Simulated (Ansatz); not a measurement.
Computed with Ansatz on PBE0-D4/def2-TZVP structures; ΔE is electronic, products minus reactants. CCSD(T)/CBS adds triple-zeta CCSD(T) − MP2 to the extrapolated MP2 energy (def2 sets, frozen cores). This one scheme is used for every species. Functionals use def2-TZVPP. Each species was taken in one conformer, which may not be the lowest.

Reaction (cleavage of the Al–B bond): `[BH2][Al]([CH3])[NH2]` + HCl → `[CH3][Al]([NH2])[Cl]` + BH₃

CCSD(T)/CBS gives -48.5 kcal/mol.

(1) Another level gave -49.1 kcal/mol. Which?
A. r2SCAN/def2-TZVPP
B. RPA@PBE/def2-TZVPP
C. BHLYP/def2-TZVPP
D. BLYP-D4/def2-TZVPP

Largest T1 diagnostic among the species: 0.010.

Answers

(1) A. r2SCAN -49.1, RPA@PBE/def2-TZVPP -46.1, BHLYP -50.6, BLYP-D4 -47.4 kcal/mol.

From PBE to PBE0 (25 % exact exchange), in def2-TZVPP and without D4, ΔE moves by −1.9 kcal/mol. In def2-TZVPP, CCSD(T) changes the Hartree–Fock value by +5.3 kcal/mol (the triples alone add +0.3 kcal/mol) and MP2 by +2.2 kcal/mol. At CCSD(T), def2-SVP lies +0.8 kcal/mol from the extrapolated value and def2-TZVPP +0.7 kcal/mol.
